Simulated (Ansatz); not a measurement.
A geometry relaxed with PBE0-D3(BJ)/def2-TZVP (Ansatz, an electronic-structure program), charge 0, multiplicity 1:

```xyz
10

H     -1.3563    -0.7938     0.4505
H     -1.6105     0.1327    -1.0359
C     -0.8965    -0.4901    -0.4922
S      1.6492    -0.6675     0.6301
H      0.8859    -1.0123     1.6810
O     -0.0057     1.4535     0.4821
H     -0.6739    -1.3791    -1.0810
H      0.8499     0.5574    -1.1749
C      0.3594     0.3009    -0.2255
H      0.7986     1.8982     0.7660
```

**Question.** Write the SMILES of this molecule.

**Answer.** `C[C@@H](O)S`
